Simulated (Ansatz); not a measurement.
Cartesian coordinates (Å):
```xyz
5

O     -1.4379    -0.6497     0.0037
C     -0.3704     0.0076    -0.0002
O     -0.4947     1.2446    -0.0086
O      0.7920    -0.6271     0.0046
H      1.5109     0.0246     0.0006
```
Charge 0, spin multiplicity 2.

All values below come from Ansatz (a program for electronic structure) with frozen-core CCSD(T)/cc-pVTZ // B3LYP-D3(BJ)/def2-TZVP. Warnings of the run: other_roots.

```json
{
 "HF energy": "-263.09017 Ha",
 "MP2 correlation energy": "-0.83641 Ha"
}
```

Estimate the CCSD correlation energy, the (T) correction, the total energy and the T1 diagnostic.


CCSD correlation energy: -0.84077 Ha
(T) correction: -0.03857 Ha
CCSD(T) total energy: -263.96951 Ha
T1 diagnostic: 0.032
